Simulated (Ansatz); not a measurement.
Input file:

```yaml
crystal:
  periodic: [false, false, false]
  atoms:
    - { symbol: Sn, position_ang: [-0.650021, 0.47546, 0.350939] }
    - { symbol: F, position_ang: [-1.677071, -0.662932, -0.856361] }
    - { symbol: C, position_ang: [1.077001, -0.530231, -0.341426] }
    - { symbol: H, position_ang: [0.466841, -1.145413, -1.004135] }
    - { symbol: Cl, position_ang: [-1.088568, 2.686006, -0.228163] }
    - { symbol: Cl, position_ang: [-1.472102, 0.141599, 2.501986] }
    - { symbol: H, position_ang: [1.577218, -1.099935, 0.449467] }
    - { symbol: H, position_ang: [1.766603, 0.135447, -0.872207] }
basis:
  gaussian: { orbitals: def2-SVP }
hamiltonian:
  xc: pbe0
  dispersion: d4
relax:
  f_tol: 0.03
  max_steps: 50
```

Command:

```bash
$ ansatz run input.yaml --threads 2 --pin off --max-ram 3072MiB --backend cpu --events-out ev --progress --plain --runs-dir out
```

Hardware: 2 threads of AMD EPYC 9B45 (Zen 5) (shared host).

Problem. Roughly how long does this run take, and how much memory?

Solution. 11 s, with a peak of 0.28 GiB, for 7 ionic steps.
